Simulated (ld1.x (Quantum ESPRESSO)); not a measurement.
**Ranking TM potentials for Si**

All share these settings but for the change named:

```
Element                 : silicon
Generator               : ld1.x (Quantum ESPRESSO) 7.5
Type                    : norm-conserving Troullier–Martins (Kleinman–Bylander form)
Functional              : PBE
Relativity              : scalar-relativistic
Frozen core             : [Ne]
Valence charge          : 4
Reference configuration : 3s1.75 3p2.25
Partial waves           : 3p (bound): rc 1.75 bohr; 3d channel at -0.15 Ry: rc 1.50 bohr; 3s (bound): rc 1.65 bohr
Local potential         : the s channel
Core correction         : Bessel-smoothed model core inside 1.10 bohr
```

Test errors are all-electron minus pseudo excitation energies from the reference, over 3s2 3p2; 3s2 3p1; 3s2 3p0; 3s0 3p4; 3s1 3p0; 3s1 3p2; 3s2 3p2.3. None of these files shows a bound ghost.

The base gives 46.6 meV.

Of 11 variants that were run, those that failed, showed a ghost or another fault, or gave nearly equal values are left out.

A variant can come out equal or close to the base, since the largest error may sit in a test that the change hardly touches while other tests move.

Problem. Rank these variants by their largest absolute test error, smallest first.
A. local potential all-electron potential smoothed inside 1.60 bohr (lloc = -1)
B. wave 3s (bound): rc 1.65 bohr becomes 3s (bound): rc 1.38 bohr
C. core correction Bessel-smoothed model core inside 0.86 bohr
D. core correction Bessel-smoothed model core inside 1.54 bohr

Solution. C (44.7 meV), B (54.7 meV), A (62.9 meV), D (97.4 meV).
